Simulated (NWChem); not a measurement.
System: CH4BeO; SMILES [BeH][O]C

The following NWChem deck was run.

```
start job
memory heap 200 mb stack 900 mb global 1100 mb
geometry units angstroms noautosym nocenter noautoz
  Be    -0.012231     1.643562    -0.002768
  H     -0.032232     2.982477    -0.006257
  O      0.008451     0.240649     0.001508
  C     -0.004052    -1.143023    -0.000636
  H      0.891072    -1.555315     0.517670
  H     -0.906362    -1.539356     0.517734
  H     -0.007328    -1.544944    -1.039114
end
basis spherical
  Be library cc-pvtz
  H library cc-pvtz
  O library cc-pvtz
  C library cc-pvtz
end
dft
  xc xpbe96 cpbe96
  iterations 150
end
tddft
  cis
  ecut -17.5
  nroots 6
  notriplet
end
task tddft energy
```

The geometry was optimised at PBE-D3(BJ)/def2-SVP.

Core excitations by TDA in a window of 1s orbitals, non-relativistic and unshifted: absolute energies depend strongly on the exact-exchange share.

Q: What results follow from this input? (PBE/cc-pVTZ, restricted-window TDA.) Quantities: first 1s excitation (eV); dipole oscillator strength of the first; first state with f > 0.002 (eV); dipole oscillator strength of that state.

A: 
| Quantity | Result |
|---|---|
| first 1s excitation (eV) | 510.1 |
| dipole oscillator strength of the first | 0.0069 |
| first state with f > 0.002 (eV) | 510.1 |
| dipole oscillator strength of that state | 0.0069 |
